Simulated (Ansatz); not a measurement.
Input file for Ansatz (an electronic-structure program): R-r2SCAN/def2-TZVPP on AsBF2H2 (SMILES FB(F)[AsH2]), a point of a torsion scan.

Ansatz 0.2 input:
```yaml
crystal:
  periodic: [false, false, false]
  atoms:
    - {symbol: F, position_ang: [-1.60816797, -1.02463017, 0.53262008]}
    - {symbol: B, position_ang: [-0.86282524, -0.07954650, -0.00358319]}
    - {symbol: F, position_ang: [-1.56804620, 0.90194947, -0.53301099]}
    - {symbol: As, position_ang: [1.16231218, -0.07981332, 0.00223641]}
    - {symbol: H, position_ang: [1.16850682, 0.66643373, 1.30564743]}
    - {symbol: H, position_ang: [1.22967534, -1.36768370, 0.77005473]}
basis:
  gaussian:
    orbitals: def2-TZVPP
hamiltonian:
  xc: {name: r2SCAN}
scf: {lower_state_search: off}
```

Program output:

```
WARN ansatz: RAYON_NUM_THREADS=1 ignored (pool sized by the plan → 1); use --threads N
Functional definition: r2SCAN
these checks for a lower state are left out or cut short: stability, starts, cluster_reference, orbital_swaps, neighbouring_geometries, increment
integrals: 0.08 GiB planned
972 factors; their error is unknown
mean field: 0.57 GiB planned
mean field evaluation 1: about -66984.5799 eV, gradient 4.1e1 eV
mean field evaluation 2: about -66981.4961 eV, gradient 6.3e1 eV
mean field evaluation 4: about -66986.8243 eV, gradient 1.2e0 eV
mean field evaluation 8: about -66986.8307 eV, gradient 4.5e-2 eV
mean field evaluation 16: about -66986.8234 eV, gradient 2.8e-5 eV
mean field -66986.82340450 eV, -2461.7203548155 hartree, gradient 3.6e-6 eV, S^2 0.000000; 0 other end points of the search recorded, 0 dependent functions left out
reference -66986.82341524 eV, -2461.7203552102 hartree; 29, 29 occupied and 140, 140 virtual orbitals, 972 factors
Total energy: -66986.82341524 eV, -2461.7203552102 hartree
Checks for a lower state left out: stability, starts, cluster_reference, orbital_swaps, neighbouring_geometries, increment
```

Self-consistency was reached.

Cost: roughly 2.9 core-seconds.
